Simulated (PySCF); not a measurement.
## Two-component Hartree-Fock for Pr⁵⁶⁺ (praseodymium, charge +56)

Start: [He] 2s1; 2s1/2 filled at m_j = +1/2. Calculated with PySCF 2.14 in an even-tempered Gaussian basis (17 s from 37 bohr⁻², ratio 2.4; 12 p from 48 bohr⁻², ratio 2.4; 5 d from 150 bohr⁻², ratio 2.6; 4 f from 220 bohr⁻², ratio 2.6): generalised Hartree-Fock with the X2C-1e Hamiltonian and a Gaussian nucleus; one run each with spin-orbit coupling (SO) switched off, then screened by Boettger's factors.

```csv
spinor shell,electrons,"ε, spin-free (eV)","ε, screened SO (eV)",weight of nominal j (screened SO),"rms radius, screened SO (bohr)"
1s1/2,2,-48324.9,-48324.9,1.000,0.0273
2s1/2,1,-11907.6,-11907.6,1.000,0.105
```

```json
{"quantity": "E (hartree)", "spin-free": "-4055.43721", "screened SO": "-4055.43721"}
{"quantity": "M_J", "spin-free": "1/2", "screened SO": "1/2"}
{"quantity": "⟨J²⟩", "spin-free": "0.750", "screened SO": "0.750"}
{"quantity": "⟨L²⟩", "spin-free": "0.000", "screened SO": "0.000"}
{"quantity": "⟨S²⟩", "spin-free": "0.750", "screened SO": "0.750"}
```

Each row is a mean over spinors that exchange with the open shell spreads, by up to 45.291 eV (1s1/2).

Breit and QED terms are absent; they matter most for the inner s and p1/2 levels.

Densities and radii are taken from the X2C orbitals without a picture-change correction, which distorts them close to the nucleus.

Without spin-orbit coupling the j labels of p, d and f shells carry no meaning; the spin-free column gives the mean over the occupied spinors of each nl shell.
